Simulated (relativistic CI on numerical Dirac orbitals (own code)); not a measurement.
# One change at a time: Pm32+

Base calculation: Dirac-Coulomb-Breit CI, orbitals from a KLI potential per configuration, model QED, unscaled Slater integrals.

Configuration list (outside the closed core [Ar]): 3d10 4s, 3d10 4p, 3d10 4d, 3d10 4f, 3d10 5s, 3d10 5p, 3d10 5d, 3d10 5f, 3d10 5g, 3d10 6s, 3d10 6p, 3d10 6d, 3d9 4s2, 3d10 6f, 3d10 7s, 3d9 4s 4p, 3d10 8s, 3d9 4s 4d, 3d9 4s 4f, 3d9 4s 5s, 3d9 4s 5p, 3d9 4s 5d, 3d9 4s 5f. Double excitations out of closed p, d and f shells are left out; levels of such configurations are missing from the list, as are those of other unlisted configurations, and high levels can miss mixing partners.

Variants: (1) configuration mixing switched off; (2) non-relativistic limit. Shifts of the energy above 3d10 4s 2S_1/2, in eV, for the lowest level and the first level of each name with at least 55 % of one term (blank where a level changes its place among those of its configuration and J or its character, or is not in the variant):

```
          Level     Base    Δ(1)     Δ(2)
 3d10 4s 2S_1/2    0.000   0.000    0.000
3d10 4p 2P°_1/2   67.565  +0.207   -5.724
3d10 4p 2P°_3/2  103.475  +0.193  -41.634
 3d10 4d 2D_3/2  212.056  -0.028  -44.351
 3d10 4d 2D_5/2  219.469  -0.035  -51.763
3d10 4f 2F°_5/2  335.565  -0.027  -51.049
3d10 4f 2F°_7/2  336.960  -0.031  -52.444
 3d10 5s 2S_1/2  534.312  +0.011  -27.107
3d10 5p 2P°_1/2  566.618  -0.032  -29.508
3d10 5p 2P°_3/2  583.105  -0.014  -45.995
 3d10 5d 2D_3/2  633.887  -0.059  -47.194
 3d10 5d 2D_5/2  637.411  -0.055  -50.718
3d10 5f 2F°_5/2  688.349  -0.058  -50.451
3d10 5f 2F°_7/2  689.217  -0.055  -51.320
 3d10 5g 2G_7/2  711.930  -0.047  -50.360
 3d10 5g 2G_9/2  712.256  -0.047  -50.687
 3d10 6s 2S_1/2  795.852  -0.001  -37.841
3d10 6p 2P°_1/2  813.648  -0.046  -39.041
3d10 6p 2P°_3/2  822.624  -0.035  -48.017
 3d10 6d 2D_3/2  850.482  -0.057  -48.636
 3d10 6d 2D_5/2  852.449  -0.054  -50.602
 3d9 4s2 2D_5/2  876.922  +0.057  +66.487
```

At this charge energies of transitions that change n are usually good to better than 1 %, and those within a shell (Δn = 0) to a few per cent.

Ionisation energy from the two ground configurations alone: base 1307.2 eV. The NIST ASD value (semi-empirical) is 1308.7 eV.

LS names give the leading component of a level, which can be under half, so a name can repeat, a term be missing and a line seem to break the LS rules.
